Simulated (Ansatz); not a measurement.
Species: GeCl (charge 0, doublet). SMILES: [Cl][Ge]
Geometry: optimised at B3LYP-D3(BJ)/def2-TZVP (Ansatz, a program for electronic structure).

Parts of the frozen-core correlation energy in def2-SVP (Ansatz, hartree). Frozen orbitals: 19; correlated occupied orbitals by spin: 6 and 5; virtual: 25 and 26. Open shells are spin-unrestricted. No spin-orbit coupling. No relativistic terms.

```csv
term,value
reference (HF),-2534.47397
MP2 opposite-spin,(withheld)
MP2 same-spin,(withheld)
CCSD correlation,(withheld)
(T),-0.00559
CCSDT minus CCSD(T),-0.00077
T1 diagnostic,0.018
largest doubles amplitude,0.064
<S^2> of the reference,0.763
```

Complete the blanks.


- MP2 opposite-spin, value: -0.14023
- MP2 same-spin, value: -0.04669
- CCSD correlation, value: -0.21210
